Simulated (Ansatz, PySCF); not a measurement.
C3H7BO2, SMILES COB(C)C=O. Atoms are numbered in the order given.

```xyz
13

C      2.1834    -0.6313    -0.4415
O      1.1088     0.2743    -0.3771
B     -0.1648    -0.1137    -0.1595
C     -0.6313    -1.5928     0.0494
C     -1.2135     1.1077    -0.1292
O     -2.3993     0.9438     0.0536
H      2.0480    -1.3565    -1.2601
H      3.1050    -0.0620    -0.6242
H      2.2942    -1.1898     0.5020
H     -1.7181    -1.6379     0.2055
H     -0.1303    -2.0511     0.9198
H     -0.3727    -2.2212    -0.8203
H     -0.8133     2.1497    -0.2859
```

The structure is a stationary point at PBE0-D3(BJ)/def2-SVP. This is a generated structure with no PubChem entry under its InChIKey; it may be hypothetical. The values are those of a single conformer.

Two levels are set side by side: PBE-D3(BJ)/def2-SVP (Ansatz, a first-principles code) and PBE0-D3(BJ)/def2-SVP (Ansatz). Each level has its own optimised geometry; the coordinates shown are those of the second. Frequencies come from the Hessian of PySCF at each geometry. Differences are taken from unrounded values.

```json
[
 {"quantity": "mean bond length (Å)", "PBE0-D3(BJ)": "1.240", "PBE-D3(BJ)": "1.249", "PBE-D3(BJ) minus PBE0-D3(BJ)": "0.010"},
 {"quantity": "bond C1–O2 (Å)", "PBE0-D3(BJ)": "1.407", "PBE-D3(BJ)": "1.422", "PBE-D3(BJ) minus PBE0-D3(BJ)": "0.016"},
 {"quantity": "bond O2–B3 (Å)", "PBE0-D3(BJ)": "1.349", "PBE-D3(BJ)": "1.362", "PBE-D3(BJ) minus PBE0-D3(BJ)": "0.012"},
 {"quantity": "bond B3–C4 (Å)", "PBE0-D3(BJ)": "1.565", "PBE-D3(BJ)": "1.570", "PBE-D3(BJ) minus PBE0-D3(BJ)": "0.005"},
 {"quantity": "bond B3–C5 (Å)", "PBE0-D3(BJ)": "1.610", "PBE-D3(BJ)": "1.614", "PBE-D3(BJ) minus PBE0-D3(BJ)": "0.004"},
 {"quantity": "bond C5–O6 (Å)", "PBE0-D3(BJ)": "1.211", "PBE-D3(BJ)": "1.225", "PBE-D3(BJ) minus PBE0-D3(BJ)": "0.014"},
 {"quantity": "bond C1–H7 (Å)", "PBE0-D3(BJ)": "1.102", "PBE-D3(BJ)": "1.111", "PBE-D3(BJ) minus PBE0-D3(BJ)": "0.009"},
 {"quantity": "bond C1–H8 (Å)", "PBE0-D3(BJ)": "1.099", "PBE-D3(BJ)": "1.107", "PBE-D3(BJ) minus PBE0-D3(BJ)": "0.009"},
 {"quantity": "bond C1–H9 (Å)", "PBE0-D3(BJ)": "1.102", "PBE-D3(BJ)": "1.111", "PBE-D3(BJ) minus PBE0-D3(BJ)": "0.009"},
 {"quantity": "bond C4–H10 (Å)", "PBE0-D3(BJ)": "1.099", "PBE-D3(BJ)": "1.107", "PBE-D3(BJ) minus PBE0-D3(BJ)": "0.008"},
 {"quantity": "bond C4–H11 (Å)", "PBE0-D3(BJ)": "1.104", "PBE-D3(BJ)": "1.112", "PBE-D3(BJ) minus PBE0-D3(BJ)": "0.008"},
 {"quantity": "bond C4–H12 (Å)", "PBE0-D3(BJ)": "1.104", "PBE-D3(BJ)": "1.112", "PBE-D3(BJ) minus PBE0-D3(BJ)": "0.008"},
 {"quantity": "bond C5–H13 (Å)", "PBE0-D3(BJ)": "1.127", "PBE-D3(BJ)": "1.140", "PBE-D3(BJ) minus PBE0-D3(BJ)": "0.013"},
 {"quantity": "highest harmonic wavenumber (cm⁻¹)", "PBE0-D3(BJ)": "3175", "PBE-D3(BJ)": "3083", "PBE-D3(BJ) minus PBE0-D3(BJ)": "-92"},
 {"quantity": "mean harmonic wavenumber (cm⁻¹)", "PBE0-D3(BJ)": "1362", "PBE-D3(BJ)": "1315", "PBE-D3(BJ) minus PBE0-D3(BJ)": "-47"},
 {"quantity": "zero-point energy (kcal/mol)", "PBE0-D3(BJ)": "64.26", "PBE-D3(BJ)": "62.02", "PBE-D3(BJ) minus PBE0-D3(BJ)": "-2.24"}
]
```

GGA bonds tend to be longer and softer than those of functionals with exact exchange. Differences between two approximate levels are no errors against the true value.
